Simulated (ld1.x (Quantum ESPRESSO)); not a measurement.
Varying the TM potential for tellurium

Base potential:

- Element: Te (Z = 52)
- Generator: ld1.x (Quantum ESPRESSO) 7.5
- Type: norm-conserving Troullier–Martins (Kleinman–Bylander form)
- Functional: LDA (PZ)
- Relativity: scalar-relativistic
- Frozen core: [Kr] 4d10
- Valence charge: 6
- Reference configuration: 5s1.75 5p4.25
- Partial waves: 5s (bound): rc 1.85 bohr; 5p (bound): rc 1.70 bohr
- Local potential: all-electron potential smoothed inside 1.75 bohr (lloc = -2)
- Core correction: a·sin(br)/r model core, default radius (core density twice the valence density)

Cutoffs, loose and tight: the cutoffs (Ry, on a coarse ladder) from which the occupation-weighted sum of valence levels, in a spherical-Bessel basis at the reference potential, stays within 10 and 1 mRy of its value at 400 Ry. They do not see the model core or the augmentation charge, which bear on the density cutoff. Test errors are all-electron minus pseudo excitation energies from the reference, over the configurations 5s2 5p4; 5s2 5p3; 5s2 5p2; 5s2 5p3.5; 5s2 5p4.3; 5s1 5p5; 5s2 5p0 (two spin-polarised tests are not counted in the largest error). A dash means not determined; rows that change the core or the reference have their own tests.

A true bound ghost makes a file unfit for plane-wave use even where its test errors are small: the radial tests pick states by their node count and pass the ghost by.

The default core radius of the base comes out at 1.51 bohr.

| change | outcome | cutoff, loose | cutoff, tight | bound ghosts | largest test error (meV) |
| --- | --- | --- | --- | --- | --- |
| base | generated | 40 Ry | 70 Ry | d | -184 |
| reference 5s2 5p2 | generated | 35 Ry | 70 Ry | d | -94 |
| type TM semilocal; local potential the p channel | generated | 40 Ry | 70 Ry | none | -224 |
| local potential all-electron potential smoothed inside 1.40 bohr (lloc = -1) | generated | 35 Ry | 70 Ry | s, d, p | -235 |
| all radii but the core radius scaled by about 0.75 (s 1.38, p 1.28 bohr); local potential all-electron potential smoothed inside 1.32 bohr (lloc = -2) | generated | 260 Ry | over 300 Ry | p, s, d | -930 |
| wave 5s (bound): rc 1.85 bohr becomes 5s (bound): rc 2.78 bohr | generated | 40 Ry | 70 Ry | d | +47 |
| local potential all-electron potential smoothed inside 2.16 bohr (lloc = -2) | generated | 40 Ry | 70 Ry | none | -230 |
| wave 5p (bound): rc 1.70 bohr becomes 5p (bound): rc 1.02 bohr | failed: the pseudo-atom did not reach self-consistency | – | – | – | – |
| core correction a·sin(br)/r model core inside 2.08 bohr | generated | 40 Ry | 70 Ry | d | -94 |

What comes out with this change to the base: core [Kr], valence charge 16; reference 4d10 5s2 5p3.5; waves now 5p (bound): rc 1.85 bohr; 4d (bound): rc 1.25 bohr; 5s (bound): rc 1.55 bohr; local potential the s channel; core correction none?

outcome: generated; cutoff, loose: 110 Ry; cutoff, tight: 180 Ry; bound ghosts: none; largest test error (meV): -407.

What comes out with this change to the base: functional BLYP?

outcome: generated; cutoff, loose: 40 Ry; cutoff, tight: 70 Ry; bound ghosts: none; largest test error (meV): -172.
